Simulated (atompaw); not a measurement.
An all-electron radial function and its pseudo partner (gallium)

Columns: radius, all-electron u(r) and pseudo u(r) of the 4s shell (level -10.28 eV) of gallium in the configuration [Ar] 3d10 4s1 4p2; LDA (PW92), scalar-relativistic, PAW (atompaw) scheme, atompaw 4.2.0.5.

```json
{"r (bohr)": "0.069", "all-electron": "0.0264", "pseudo": "0.0075"}
{"r (bohr)": "0.138", "all-electron": "0.1986", "pseudo": "0.0159"}
{"r (bohr)": "0.208", "all-electron": "0.1257", "pseudo": "0.0261"}
{"r (bohr)": "0.277", "all-electron": "-0.0451", "pseudo": "0.0386"}
{"r (bohr)": "0.346", "all-electron": "-0.2010", "pseudo": "0.0542"}
{"r (bohr)": "0.415", "all-electron": "-0.2971", "pseudo": "0.0734"}
{"r (bohr)": "0.485", "all-electron": "-0.3283", "pseudo": "0.0969"}
{"r (bohr)": "0.554", "all-electron": "-0.3055", "pseudo": "0.1243"}
{"r (bohr)": "0.623", "all-electron": "-0.2451", "pseudo": "0.1559"}
{"r (bohr)": "0.692", "all-electron": "-0.1613", "pseudo": "0.1915"}
{"r (bohr)": "0.762", "all-electron": "-0.0640", "pseudo": "0.2312"}
{"r (bohr)": "0.831", "all-electron": "0.0360", "pseudo": "0.2735"}
{"r (bohr)": "0.900", "all-electron": "0.1344", "pseudo": "0.3181"}
{"r (bohr)": "0.969", "all-electron": "0.2277", "pseudo": "0.3643"}
{"r (bohr)": "1.038", "all-electron": "0.3137", "pseudo": "0.4111"}
{"r (bohr)": "1.108", "all-electron": "0.3921", "pseudo": "0.4580"}
{"r (bohr)": "1.177", "all-electron": "0.4605", "pseudo": "0.5029"}
{"r (bohr)": "1.246", "all-electron": "0.5198", "pseudo": "0.5455"}
{"r (bohr)": "1.315", "all-electron": "0.5704", "pseudo": "0.5847"}
{"r (bohr)": "1.385", "all-electron": "0.6131", "pseudo": "0.6203"}
{"r (bohr)": "1.454", "all-electron": "0.6475", "pseudo": "0.6507"}
{"r (bohr)": "1.523", "all-electron": "0.6748", "pseudo": "0.6760"}
{"r (bohr)": "1.592", "all-electron": "0.6957", "pseudo": "0.6960"}
{"r (bohr)": "1.662", "all-electron": "0.7110", "pseudo": "0.7110"}
{"r (bohr)": "1.731", "all-electron": "0.7208", "pseudo": "0.7208"}
{"r (bohr)": "1.800", "all-electron": "0.7260", "pseudo": "0.7260"}
```

**Question.** How many radial nodes do the two functions have?

**Answer.** The all-electron 4s function has n − l − 1 = 3 (the table is too coarse to show those close to the nucleus); the pseudo-wave has 0, since the states of the same l below it are removed with the core.

**Question.** Is the pseudo-wave norm-conserving?

**Answer.** No, it belongs to a PAW set: the norm inside the radius is not constrained, and the difference is carried by the augmentation charge.
